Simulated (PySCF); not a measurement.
## Basis and Hamiltonian dependence of the ionisation energy of Pb⁺

Pb⁺ [Xe] 4f14 5d10 6s2 6p1 (2P) → Pb²⁺ [Xe] 4f14 5d10 6s2 (1S). All values are computed (PySCF 2.14, energy differences of UHF-based or UKS calculations, no spin-orbit coupling). Values in eV.

| basis | Hamiltonian | functions | UHF | LDA | PBE0 | MP2 (valence) | CCSD(T) (valence) | CCSD(T) (valence and next inner shell) |
| --- | --- | --- | --- | --- | --- | --- | --- | --- |
| def2-SVP with the def2 core potential (60 electrons) | ECP | 26 | 13.168 | n/a | n/a | 13.288 | 13.347 | n/a |
| aug-cc-pVDZ-PP with ECP60MDF | ECP | 32 | 13.173 | 13.888 | 13.708 | 13.298 | 13.358 | n/a |
| aug-cc-pwCVDZ-PP with ECP60MDF | ECP | 48 | 13.179 | 13.889 | 13.713 | 13.324 | 13.386 | 13.447 |
| def2-TZVPPD with the def2 core potential (60 electrons) | ECP | 56 | 13.202 | 13.916 | 13.734 | 13.383 | 13.446 | 13.558 |
| aug-cc-pVTZ-PP with one added diffuse shell each of d, f type with ECP60MDF | ECP | 67 | 13.200 | 13.915 | 13.732 | 13.386 | 13.449 | n/a |
| x2c-TZVPPall | spin-free X2C | 83 | 13.237 | 13.957 | 13.781 | 13.408 | 13.466 | 13.571 |
| aug-cc-pVTZ-DK3 | spin-free X2C | 84 | 13.224 | 13.940 | 13.753 | 13.410 | 13.471 | n/a |
| aug-cc-pVQZ-PP with ECP60MDF | ECP | 92 | 13.209 | 13.917 | 13.737 | 13.422 | 13.479 | n/a |
| ANO-RCC-VTZP | spin-free X2C | 93 | 13.230 | 13.947 | 13.756 | 13.416 | 13.476 | 13.674 |
| aug-cc-pwCVTZ-PP with ECP60MDF | ECP | 96 | 13.213 | 13.919 | 13.740 | 13.409 | 13.471 | n/a |
| x2c-TZVPPall with one added diffuse shell each of s, p, d, f type | spin-free X2C | 99 | 13.237 | 13.960 | 13.783 | 13.411 | 13.469 | 13.577 |
| aug-cc-pVQZ-PP with one added diffuse shell each of s, p, d, f, g type with ECP60MDF | ECP | 117 | 13.210 | 13.917 | 13.737 | 13.422 | n/a | n/a |
| aug-cc-pwCVTZ-DK3 | spin-free X2C | 125 | 13.235 | 13.954 | 13.767 | 13.432 | 13.494 | n/a |
| aug-cc-pwCVTZ-DK3 with one added diffuse shell each of s, d, f type | spin-free X2C | 138 | 13.235 | n/a | n/a | n/a | n/a | n/a |

Frozen in the all-electron rows: valence and next inner shell: [Kr] 4d10 4f14; valence: [Xe] 4f14 5d10; with a core potential, the same shells as far as they lie outside it.

Reference for a calculation without spin-orbit coupling: 13.869 eV (measured, between term centres; NIST).
